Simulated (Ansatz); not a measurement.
stibine (SMILES [SbH3]) moved off its minimum; all values from Ansatz (a first-principles code), cores frozen in correlated methods. Elements past Kr take the def2 small-core potentials, without spin–orbit coupling.
(charge 0, multiplicity 1)
```xyz
4

Sb     0.04970     0.00473     0.07043
H     -0.93916    -1.08288    -0.90349
H     -0.51228     1.30756    -0.88768
H      1.41601    -0.21700    -0.85016
```

Forces at MP2/def2-TZVPPD (eV/Å):

| atom | Fx | Fy | Fz |
|---|---|---|---|
| Sb1 | -1.195 | -0.259 | -0.146 |
| H2 | 0.558 | 0.386 | 0.470 |
| H3 | 0.159 | -0.026 | 0.119 |
| H4 | 0.478 | -0.102 | -0.443 |

**Question.** Give the forces (eV/Å), the total energy and the dipole at CCSD(T)/def2-TZVPPD.

**Answer.** 
```json
[
 {"atom": "Sb1", "Fx": "-1.157", "Fy": "-0.254", "Fz": "0.164"},
 {"atom": "H2", "Fx": "0.449", "Fy": "0.275", "Fz": "0.358"},
 {"atom": "H3", "Fx": "0.099", "Fy": "0.101", "Fz": "0.014"},
 {"atom": "H4", "Fx": "0.609", "Fy": "-0.122", "Fz": "-0.536"}
]
```
Energy -241.1528 hartree, dipole 0.34 D.
